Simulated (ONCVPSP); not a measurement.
**Configuration tests for silicon (Si) (ONCV)**

ONCVPSP 4.0.1 input, shortened (lines: element, Z, core and valence counts, functional; n l f; lmax; l rc ep ncon nbas qcut; lloc lpopt rc5 dvloc0; l nproj debl; icmod fcfact rcfact), PBE, scalar-relativistic:

```
  Si 14.00    3    2        4      upf
    1    0    2.00
    2    0    2.00
    2    1    6.00
    3    0    1.00
    3    1    3.00
    1
    0    1.70    0.00    4    8    3.90
    1    2.15    0.00    3    6    3.20
    4    5    1.30    6.00
    0    1    1.80
    1    1    2.20
    4    0.55    0.00
```

Energies are relative to the spin-unpolarised reference configuration 3s1 3p3; without spin polarisation the order of configurations can differ from experiment.

```tsv
valence configuration	charge	ΔE all-electron (eV)	error AE − PS (meV)
3s2 3p1	+1	0.926	+2.4
3s2 3p0	+2	16.919	+16
```

**Question.** What are ΔE and the potential's error for 3s2 3p1.5?

**Answer.** ΔE = -3.893 eV all-electron; the error (AE − PS) is +0.9 meV.

**Question.** What are ΔE and the potential's error for 3s2 3p2?

**Answer.** ΔE = -6.814 eV all-electron; the error (AE − PS) is +1.3 meV.
